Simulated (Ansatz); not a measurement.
`[F][Zr]([F])([F])[F]` + `N=C=O` → `O=C=[N][Zr]([F])([F])[F]` + H–F at 298.15 K and 1 bar (ligand exchange at a Zr–F bond).

Program: Ansatz. Geometries: PBE0-D4/def2-TZVP. ΔE: electronic, gas phase. CCSD(T)/CBS adds triple-zeta CCSD(T) − MP2 to the extrapolated MP2 energy (def2 sets, frozen cores). This one scheme is used for every species. def2 core potentials past Kr. For Zr outer-core shells are correlated without core-valence functions, which leaves a few kJ/mol of doubt a bond. One conformer a species, not always the lowest.

```tsv
species	CCSD(T)/CBS energy (Eh)	H − E (kJ/mol)	S (J/(mol·K))
`[F][Zr]([F])([F])[F]`	-446.49023	40.6	321.8
`N=C=O`	-168.51995	67.5	238.3
`O=C=[N][Zr]([F])([F])[F]`	-514.59914	76.0	390.1
H–F	-100.39570	33.5	173.6
```

H − E and S are ideal-gas, rigid-rotor, harmonic terms from PBE0-D4/def2-TZVP, for one conformer and one mirror image of each species. 1 Eh = 2625.50 kJ/mol, R = 8.31446 J/(mol·K).

Q: By hand: ΔE, ΔH, ΔS and ΔG.

A: ΔE = (-514.59914) + (-100.39570) − (-446.49023) − (-168.51995) = 0.01534 Eh = 40.3 kJ/mol. Δ(H − E) = 76.0 + 33.5 − 40.6 − 67.5 = 1.4, so ΔH = 41.7 kJ/mol. ΔS = 390.1 + 173.6 − 321.8 − 238.3 = 3.6 J/(mol·K). ΔG = 41.7 − 298.15 × (3.6)/1000 = 40.6 kJ/mol.

Q: By hand: the equilibrium constant, and the temperature at which ΔG would vanish if ΔH and ΔS stayed fixed.

A: log₁₀ K = −ΔG/(RT ln 10) = -7.1. ΔG = 0 at ΔH/ΔS = 11583 K, far beyond where these terms or the molecules hold.

The number of gas molecules stays the same, so ΔS is small and ΔH decides. A doubt of 5 kJ/mol in ΔE shifts log₁₀ K by 0.9 here. Other conformers and mirror images would add mixing entropy, several J/(mol·K) or more a flexible species. Modes under 60 cm⁻¹, often nearly free rotors, make the harmonic entropy too high. These are equilibria of isolated gas molecules and say nothing of rates. Largest T1 diagnostic: 0.018 (customary marks: 0.02 for closed shells, 0.045 for open ones).
